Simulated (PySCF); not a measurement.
The Tc–S bond energy of TcS₃⁻

Computed with PySCF, PBE0, basis Tc def2-SVPD with ECP28, S def2-SVPD (scalar-relativistic core potentials, no spin–orbit coupling, density fitting).

Each entry is the lowest minimum that a search over a few typed start shapes (and spin states, where more than one is plausible) found, or that minimum re-optimised at the stated level; isomers with ligand–ligand bonds, or fragments after loss of a ligand pair, can lie lower.

Total energies (Eh), which compare only within these settings: S atom -397.84337.

```tsv
species	2S+1	group	E (Eh)	ZPE (kJ/mol)
TcS₂⁻	5	C2v	-876.75597	6.3
TcS₃⁻	1	D3h	-1274.77071	12.0
```

Q: What are De and D0 for TcS₃⁻ → TcS₂⁻ + S?

A: De = [(-876.75597) + (-397.84337) − (-1274.77071)] × 2625.5 = 450 kJ/mol. The zero-point energy changes by -5.7 kJ/mol, so D0 = 444 kJ/mol.

Atoms and open shells are unrestricted, without spin–orbit or basis-set superposition corrections.

One determinant describes each species, so states of open d or f shells may be missed.
